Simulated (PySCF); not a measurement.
Magnetic shielding above rings: a mixed set.

Probes without a nucleus sit at each ring's centroid and 1 Å off its mean plane on both sides; NICS is minus the shielding there, NICSzz its component along the normal. Level: GIAO PBE0/pcSseg-1 (PySCF, non-relativistic, gas phase) on the GFN2-xTB geometries, one conformer each. Atom numbers follow the mapped SMILES.

Question: Order these rings by mean NICS(1)zz, lowest (most negative) first (ppm).
A. ring C3–C4–C5–C6–C7–C8 in `[O:1]=[N:2][c:3]1[cH:4][cH:5][cH:6][cH:7][cH:8]1`
B. ring C2–C3–C4–C5–S6 in `[CH3:1][c:2]1[cH:3][cH:4][cH:5][s:6]1`
C. ring C3–C4–C5–C6–C7–N8 in `[CH3:1][NH:2][c:3]1[cH:4][cH:5][cH:6][cH:7][n:8]1`
D. ring C2–C3–C4–C5–C6–C7 in `[CH3:1][c:2]1[cH:3][cH:4][cH:5][cH:6][cH:7]1`

Answer: D (-28.8), A (-26.4), B (-25.1), C (-22.9).

| SMILES | ring | NICS(0) | NICS(1) | NICS(1)zz | HOMA | rms pucker (Å) | ring atoms with four or more neighbours |
| --- | --- | --- | --- | --- | --- | --- | --- |
| Cc1ccccc1 | 6-membered carbocycle; formal bonds all aromatic | -8.6 | -11.3 | -28.8 | 1.00 | 0.00 | 0 |
| O=Nc1ccccc1 | 6-membered carbocycle; formal bonds all aromatic | -7.4 | -10.3 | -26.4 | 0.98 | 0.00 | 0 |
| Cc1cccs1 | 5-membered ring with S; formal bonds all aromatic | -11.9 | -10.7 | -25.1 | 0.75 | 0.00 | 0 |
| CNc1ccccn1 | 6-membered ring with N; formal bonds all aromatic | -6.3 | -9.5 | -22.9 | 0.98 | 0.00 | 0 |

NICS(0) gives another order. The isotropic NICS(1) gives another order. Over the 4 rings with a HOMA value its correlation coefficient with NICS(1)zz is -0.25. HOMA uses Krygowski's 1993 parameters. NICS(1) and NICS(1)zz are means over the two faces.
